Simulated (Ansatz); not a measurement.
Isomers of C4H4O, B3LYP-D3(BJ)/def2-TZVP minima from an xTB search, which can miss the lowest.
Isomer 1, SMILES c1ccoc1 (charge 0, multiplicity 1):
```tsv
atom	x (Å)	y (Å)	z (Å)
C	-0.8344	-0.5614	-0.1976
C	0.5519	-0.8636	0.0005
C	1.1682	0.3217	0.2278
O	0.2657	1.3402	0.1854
C	-0.9492	0.7833	-0.0749
H	-1.6313	-1.2556	-0.4030
H	1.0190	-1.8333	-0.0242
H	2.1871	0.6022	0.4264
H	-1.7770	1.4664	-0.1403
```
Isomer 2, SMILES C=CC=C=O (charge 0, multiplicity 1):
```xyz
9

C     -1.590     0.195     0.384
C     -0.478    -0.040    -0.315
C      0.865    -0.004     0.238
C      1.949    -0.240    -0.475
O      2.904    -0.446    -1.098
H     -2.561     0.153    -0.088
H     -1.562     0.434     1.440
H     -0.556    -0.275    -1.371
H      1.030     0.223     1.284
```

Correlated levels freeze the cores. MP2 and its Hartree–Fock in cc-pVQZ are density fitted.

Run with Ansatz (Gaussian orbitals). Each number belongs to the level named beside it.

The energy of isomer 2 above isomer 1 is E(isomer 2) − E(isomer 1). Total energies (hartree):

| level | isomer 2 | isomer 1 |
|---|---|---|
| HF/cc-pVTZ | -228.6926382 | -228.7071605 |
| MP2/cc-pVTZ | -229.5467929 | -229.5760525 |
| HF/cc-pVQZ | -228.7083221 | -228.7225055 |
| MP2/cc-pVQZ | -229.6192393 | -229.6489570 |
| CCSD(T)/cc-pVTZ | -229.6099161 | -229.6348286 |

Work out the energy of isomer 2 above isomer 1 at the basis-set limit: extrapolate the MP2 correlation part as X⁻³, take Hartree–Fock from the larger set, and add the CCSD(T) − MP2 difference of cc-pVTZ.


1. Differences (1 hartree = 627.509 kcal/mol): HF/cc-pVTZ 9.113; MP2/cc-pVTZ 18.361; HF/cc-pVQZ 8.900; MP2/cc-pVQZ 18.648; CCSD(T)/cc-pVTZ 15.633.
2. Correlation parts, MP2 less HF: 9.248 in cc-pVTZ (X = 3), 9.748 in cc-pVQZ (X = 4).
3. Limit (4³·(9.748) − 3³·(9.248))/(4³ − 3³) = 10.113; with HF/cc-pVQZ it gives 19.013.
4. CCSD(T) less MP2 in cc-pVTZ: -2.728.
Result: 16.29 kcal/mol, against 18.36 at MP2/cc-pVTZ. It is an estimate of this method's limit, not of the exact value.

Ansatz is a program for electronic structure.
